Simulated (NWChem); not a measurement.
System: ammonium (NH$_{4}$ cation); SMILES [NH4+]

```xyz
5

N      0.0000     0.0000     0.0000
H     -0.5910    -0.5910    -0.5910
H      0.5910     0.5910    -0.5910
H     -0.5910     0.5910     0.5910
H      0.5910    -0.5910     0.5910
```
Atoms are numbered in this order, from 1.

The geometry was optimised at PBE0-D3(BJ)/def2-TZVP.

**Question.** List the 4 lowest vertical singlet excitations and the 4 lowest triplet ones from Hartree-Fock/def2-SVP, CIS (NWChem).

**Answer.** 
| state | energy (eV) | oscillator strength | leading excitation (squared amplitude) |
|---|---|---|---|
| S1 | 16.62 | 0.299 | HOMO−1 → LUMO (0.51) |
| S2 | 16.62 | 0.299 | HOMO−2 → LUMO (0.76) |
| S3 | 16.62 | 0.299 | HOMO → LUMO (0.49) |
| S4 | 18.55 | 0.000 | HOMO−2 → LUMO+3 (0.45) |
| T1 | 14.73 | spin-forbidden | HOMO → LUMO (0.34) |
| T2 | 14.73 | spin-forbidden | HOMO−2 → LUMO (0.41) |
| T3 | 14.73 | spin-forbidden | HOMO−1 → LUMO (0.37) |
| T4 | 14.89 | spin-forbidden | HOMO−2 → LUMO+1 (0.27) |
